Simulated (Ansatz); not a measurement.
Reaction (redistribution): `C[SiH2][AlH][SnH3]` + `C#[C][AlH2]` → `C[SiH2][AlH][AlH2]` + `C#[C][SnH3]`

Computed with Ansatz on PBE0-D4/def2-TZVP structures; ΔE is electronic, products minus reactants. CCSD(T)/CBS is the MP2 limit (def2-TZVPP, def2-QZVPP) plus CCSD(T) − MP2 in def2-TZVPP, frozen cores. DFT in def2-TZVPP. B3LYP here is the variant with VWN-RPA as its local correlation; programs differ in this. def2 core potentials past Kr. For Sn outer-core shells are correlated without core-valence functions, which leaves a few kJ/mol of doubt a bond. Each species was taken in one conformer, which may not be the lowest.

Question: Is it downhill or uphill in electronic energy at CCSD(T)/CBS, and by how much? (Best estimate.)

Answer: The calculation gave: Uphill: ΔE = +93.5 kJ/mol.

Question: What do these levels give: r2SCAN-D4, B3LYP-D4, ωB97X-V, B2PLYP, PBE0, B3LYP, SCS-MP2/def2-TZVPP, CCSD/def2-TZVPP, CCSD(T)/def2-TZVPP, SCS-MP2/def2-QZVPP, HF/CBS(def2), CCSD/CBS(def2)? (Estimate.)

Answer: Computed: r2SCAN-D4 97.7, B3LYP-D4 97.4, ωB97X-V 88.1, B2PLYP 94.9, PBE0 88.4, B3LYP 95.6, SCS-MP2/def2-TZVPP 89.7, CCSD/def2-TZVPP 85.4, CCSD(T)/def2-TZVPP 85.2, SCS-MP2/def2-QZVPP 94.0, HF/CBS(def2) 88.5, CCSD/CBS(def2) 93.6 kJ/mol.

Largest T1 diagnostic among the species: 0.014.
